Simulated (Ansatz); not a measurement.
A nudged elastic band was laid between two geometries of C$_{3}$H$_{4}$BF (9 atoms, charge 0, multiplicity 1).

These are results of Ansatz 0.2.0, RKS B3LYP-D4/6-31G*, not measurements.

```json
{
  "movable images": "2",
  "climbing image": "yes",
  "spring": "5.0 eV/Å²",
  "optimiser": "quadratic models (default)",
  "start path": "through a guess of the saddle point",
  "force threshold": "0.05 eV/Å",
  "iteration limit": "60",
  "end points": "relaxed"
}
```

Initial state:

```xyz
9
Properties=species:S:1:pos:R:3
C 1.010 -0.761 -0.805
C 0.267 -0.719 0.312
C -0.675 0.319 0.731
B -1.032 1.503 0.090
F -1.396 2.610 -0.459
H 0.978 0.027 -1.557
H 1.677 -1.592 -1.005
H 0.359 -1.551 1.010
H -1.187 0.163 1.682
```

Final state:

```xyz
9
Properties=species:S:1:pos:R:3
C 1.117 -1.076 -0.664
C 0.233 -0.528 0.183
C -0.465 0.734 -0.028
B -1.387 1.343 0.819
F -2.243 1.933 1.580
H 1.384 -0.597 -1.604
H 1.601 -2.022 -0.441
H 0.009 -1.059 1.109
H -0.249 1.272 -0.953
```

(1) What changes between the two ends?

(2) What energy profile does the band end with?

(3) What is the geometry of the highest image?

Answers

(1) No bond is made or broken.

(2) The forces met the threshold. The highest image is number 1 of 0 to 3, 4.8 kcal/mol above the first end and 6.7 kcal/mol above the last; the last end lies 1.9 kcal/mol below the first. Another band between the same ends (5 images) ends at a top of the same energy, where a vibrational analysis finds 1 clearly imaginary mode. So few images can step over the top or miss a turn of the path.

| image | path coordinate (Å) | energy (kcal/mol) |
| --- | --- | --- |
| 0 | 0.00 | 0.0 |
| 1 | 2.56 | 4.8 |
| 2 | 3.68 | 1.3 |
| 3 | 4.80 | -1.9 |

(3) 
```xyz
9
Properties=species:S:1:pos:R:3
C 1.103 -0.913 -0.692
C 0.323 -0.551 0.329
C -0.924 0.259 0.193
B -1.023 1.608 0.493
F -1.117 2.866 0.772
H 0.888 -0.605 -1.712
H 1.981 -1.537 -0.538
H 0.590 -0.887 1.333
H -1.820 -0.240 -0.179
```

Run time: 66 s on 2 threads of Arm Neoverse V1, on a shared host, peak memory 0.16 GiB.
